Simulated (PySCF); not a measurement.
# MN15 on P⁺ (phosphorus, charge +1)

Configuration: [Ne] 3s2 3p2, high-spin 3P determinant. Calculation: PySCF 2.14, in cc-pVDZ-DK; the spin-free X2C one-electron Hamiltonian (Gaussian nucleus).

```
Total energy                                                  : -341.6869 hartree
One-electron energy                                           : -466.8761 hartree
Hartree (Coulomb) energy                                      : 148.1456 hartree
Exchange-correlation energy                                   : -22.9563 hartree
⟨S²⟩                                                          : 2.0016
⟨L²⟩                                                          : 2.009
Sum of ⟨r⟩                                                    : 12.05 bohr
Sum of ⟨r²⟩                                                   : 20.72 bohr²
Traceless quadrupole moment −½Σ⟨3z² − r²⟩ along its main axis : 1.95 e·bohr²
Langevin diamagnetic susceptibility                           : -16.4 ×10⁻⁶ cm³/mol
Time after the integrals                                      : 0.16 s of wall time on 1 thread of Neoverse-V2 (shared host)
```

| shell | electrons | mean orbital energy (hartree) | spread (hartree) | rms radius, mean of both spins (bohr) |
| --- | --- | --- | --- | --- |
| 1s α | 1 | -76.87774 | 0 | 0.120 |
| 1s β | 1 | -76.86932 | 0 | 0.120 |
| 2s α | 1 | -6.84762 | 0 | 0.570 |
| 2s β | 1 | -6.83971 | 0 | 0.570 |
| 2p α | 3 | -5.17171 | 0.01426 | 0.542 |
| 2p β | 3 | -5.16166 | 0.02155 | 0.542 |
| 3s α | 1 | -0.95693 | 0 | 1.97 |
| 3s β | 1 | -0.86994 | 0 | 1.97 |
| 3p α | 2 | -0.61405 | 0 | 2.29 |

Densities and radii are taken from the X2C orbitals without a picture-change correction, which distorts them close to the nucleus.
